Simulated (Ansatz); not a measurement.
Geometry optimisation, Ansatz, RKS B3LYP-D4/def2-SVP.

The input (input.yaml):

```yaml
crystal:
  periodic: [false, false, false]
  atoms:
    - { symbol: Ge, position_ang: [0.22634, 0.0, -0.001848] }
    - { symbol: Cl, position_ang: [0.374058, 0.0, 2.201796] }
    - { symbol: H, position_ang: [1.681437, 0.0, -0.507413] }
    - { symbol: H, position_ang: [-0.514487, 1.275569, -0.42957] }
    - { symbol: H, position_ang: [-0.514487, -1.275569, -0.42957] }
    - { symbol: H, position_ang: [-2.402176, 0.0, 0.835531] }
    - { symbol: H, position_ang: [-2.101784, 0.0, 1.489074] }
basis:
  gaussian: { orbitals: def2-SVP }
hamiltonian:
  xc: b3lyp
  dispersion: d4
relax:
  f_tol: 0.03
  max_steps: 50
```

Command:

```bash
$ ansatz run input.yaml --threads 1 --pin off --max-ram 2048MiB --backend cpu --events-out ev --progress --plain --runs-dir out
```

Problem. Where does it end, and by what steps?

Solution. The run converged. The force dipped under the threshold on the way, but the program's further checks kept it going. After 11 steps the energy has fallen by 0.149 eV; H6 moved furthest, 0.89 Å.

```
step  energy less start (eV)  largest force component (eV/Å)  accepted
   0                  0.0000                           1.465       yes
   1                 -0.1074                           0.120       yes
   2                 -0.1347                           0.117       yes
   3                 -0.1356                           0.429       yes
   4                 -0.1435                           0.098       yes
   5                 -0.1459                           0.018       yes
   6                 -0.1377                           0.664        no
   7                 -0.1472                           0.118       yes
   8                 -0.1478                           0.084       yes
   9                 -0.1483                           0.045       yes
  10                 -0.1484                           0.039       yes
  11                 -0.1488                           0.019       yes
```

```xyz
7
Properties=species:S:1:pos:R:3
Ge 0.488 0.000 -0.119
Cl 0.408 0.000 2.064
H 1.974 0.000 -0.517
H -0.224 1.271 -0.610
H -0.224 -1.271 -0.610
H -3.167 0.000 1.286
H -2.506 0.000 1.663
```

Whether the end is a true minimum wasn't checked by a vibrational analysis.

The run took 30 s on 1 thread of Arm Neoverse V1 (shared host), peak memory 0.17 GiB.
